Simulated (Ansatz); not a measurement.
A geometry relaxed with CAM-B3LYP-D3(BJ)/def2-TZVPD (Ansatz, a first-principles code), charge -1, multiplicity 1:

```xyz
6

H     -0.9185    -0.8690    -1.1244
C      1.2793     0.0102    -0.0049
H     -0.9105    -0.7152     1.2352
N      2.4282    -0.0478    -0.0079
O     -1.2306     1.5258    -0.0945
Si    -0.6478     0.0960    -0.0034
```

Problem. Write the SMILES of this molecule.

Solution. `N#C[SiH2][O-]`
